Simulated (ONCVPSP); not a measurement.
## Before and after: ONCV potential for manganese

manganese, optimised norm-conserving Vanderbilt (ONCV), made with ONCVPSP 4.0.1 (PBE, scalar-relativistic). Core [Ne], reference 3s2 3p6 3d5 4s1.75 (charge +0.25). Waves: 3s+4s: rc 1.30 bohr, ncon 3, nbas 6, qcut 10.9 1/bohr, 2 projectors; 3p: rc 0.90 bohr, ncon 4, nbas 8, qcut 8.7 1/bohr, 1 projector; 3d: rc 1.25 bohr, ncon 4, nbas 8, qcut 10.4 1/bohr, 2 projectors, debl 1.1 Ha; f scattering state at 0.32 Ha: rc 1.10 bohr, ncon 4, nbas 7, qcut 9.8 1/bohr, 2 projectors, debl 1.8 Ha. Local part: polynomial inside 0.85 bohr (lpopt 5, dvloc0 0 Ha). Core correction: Teter function, parameters optimised by the program.

All-electron outer shells of the reference configuration (PBE, scalar-relativistic, ld1.x):

```json
{"shell": "2p", "level (eV)": "-632.08", "outermost node (bohr)": "–", "outermost maximum (bohr)": "0.19"}
{"shell": "3s", "level (eV)": "-87.79", "outermost node (bohr)": "0.34", "outermost maximum (bohr)": "0.74"}
{"shell": "3p", "level (eV)": "-56.51", "outermost node (bohr)": "0.31", "outermost maximum (bohr)": "0.75"}
{"shell": "3d", "level (eV)": "-8.67", "outermost node (bohr)": "–", "outermost maximum (bohr)": "0.76"}
{"shell": "4s", "level (eV)": "-6.71", "outermost node (bohr)": "1.05", "outermost maximum (bohr)": "2.47"}
```

Change: core [Ar], valence charge 7; reference 3d5 4s1; waves now 4s: rc 2.25 bohr, ncon 4, nbas 8, qcut 3.1 1/bohr, 2 projectors, debl 2.3 Ha; p scattering state at 0.23 Ha: rc 2.25 bohr, ncon 4, nbas 9, qcut 3 1/bohr, 2 projectors, debl 2.9 Ha; 3d: rc 1.85 bohr, ncon 4, nbas 8, qcut 9.7 1/bohr, 1 projector; f scattering state at 0.34 Ha: rc 2.05 bohr, ncon 4, nbas 9, qcut 5.3 1/bohr, 3 projectors, debl 0.9 Ha; local potential polynomial inside 1.60 bohr (lpopt 5, dvloc0 0 Ha). In the p channel the program set the typed energies aside and used 0.050, 2.950 Ha.

Cutoffs: the cutoffs (Ha) at which the residual kinetic energy of the hardest occupied pseudo-wave falls to 1 and 0.1 mHa per electron; they do not see the model core or the augmentation charge, which bear on the density cutoff. Errors are all-electron minus pseudo energies relative to the spin-unpolarised reference configuration.

Task: What does the change do?

Result: The potential gets softer (49 Ha and 218 Ha → 33 Ha and 37 Ha); the lowest positive-energy flag moves from none to s at 43.8 eV; neither file shows a bound ghost. The shells moved into the core no longer need plane waves of their own. Several settings change at once here, so the effects cannot be laid on one of them.

| quantity | base | changed |
| --- | --- | --- |
| cutoff, loose | 49 Ha | 33 Ha |
| cutoff, tight | 218 Ha | 37 Ha |
| bound ghosts | none | none |
| GHOST(+) flags under 300 eV | none | s at 43.8 eV, f at 56.7 eV, p at 115.7 eV |
| largest error over its own tests, meV | -55 | -235 |
| rms error of d²Exc/dni dnj with the model core, mHa | 0.58 | 0.31 |
